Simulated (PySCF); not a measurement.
Numbering as in the mapped SMILES `[CH3:1][C@:2]1([CH:3]([F:4])[F:5])[CH2:6][O:7]1`; H(Xn) means a hydrogen on atom n. Ha(C6) is pro-R; Hb(C6) is pro-S.

Geometry: PBE0-D3(BJ)/def2-SVP; GIAO absolute shieldings from PySCF 2.14, gas phase, non-relativistic, averaged over equivalent atoms.

At wB97X-D/pcSseg-1 (149 basis functions, 18 s wall time on 1 thread of an Arm Neoverse V1, shared host):
| atoms | σ (ppm) |
| --- | --- |
| C3 | 62.7 |
| C2 | 132.5 |
| C6 | 135.6 |
| C1 | 170.8 |
| F4 | 317.7 |
| F5 | 317.8 |
| O7 | 302.5 |
| H(C3) | 26.37 |
| Ha(C6) | 28.90 |
| Hb(C6) | 28.95 |
| H(C1) | 30.00 |

Predict the values at LC-wPBE/pcSseg-1 on the same geometry.

Results:


| atoms | σ at LC-wPBE/pcSseg-1 | change |
| --- | --- | --- |
| C3 | 65.5 | +2.8 |
| C2 | 136.9 | +4.4 |
| C6 | 139.9 | +4.3 |
| C1 | 175.2 | +4.4 |
| F4 | 323.0 | +5.3 |
| F5 | 323.0 | +5.2 |
| O7 | 308.8 | +6.3 |
| H(C3) | 26.29 | -0.08 |
| Ha(C6) | 28.80 | -0.10 |
| Hb(C6) | 28.84 | -0.11 |
| H(C1) | 29.94 | -0.06 |

The largest change is at O7 (ether oxygen). Cost: 149 basis functions, 26 s wall time on 1 thread of an Arm Neoverse V1, shared host. The order of the carbon signals is the same at both levels.
